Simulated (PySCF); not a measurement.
**Electronic structure of Ar+ (argon, charge +1) at the UHF level**

Configuration: [Ne] 3s1 3p6, 2S determinant (an excited configuration). Computed with PySCF 2.14 in aug-cc-pV(T+d)Z with one added diffuse shell each of s, p, d, f type (7s6p5d3f, 71 functions), with no relativity, point nucleus.

- Total energy: -525.597028 hartree
- One-electron energy: -718.0758 hartree
- Hartree (Coulomb) energy: 222.0809 hartree
- Exchange energy: -29.6021 hartree
- Kinetic energy: 525.56512 hartree
- ⟨S²⟩: 0.7601
- ⟨L²⟩: 0.000
- Sum of ⟨r⟩: 13.99 bohr
- Sum of ⟨r²⟩: 20.91 bohr²
- Density at the nucleus (Gaussians lack the cusp): 3770 bohr⁻³
- Spin density at the nucleus: 15.6 bohr⁻³
- Langevin diamagnetic susceptibility: -16.6 ×10⁻⁶ cm³/mol

```
shell  electrons  mean orbital energy (hartree)  rms radius, mean of both spins (bohr)
 1s α          1                     -119.21665                                 0.0998
 1s β          1                     -119.18470                                 0.0998
 2s α          1                      -12.91505                                  0.449
 2s β          1                      -12.85876                                  0.449
 2p α          3                      -10.16691                                  0.417
 2p β          3                      -10.13868                                  0.417
 3s α          1                       -1.82846                                   1.46
 3p α          3                       -1.10917                                   1.70
 3p β          3                       -0.95682                                   1.70
```
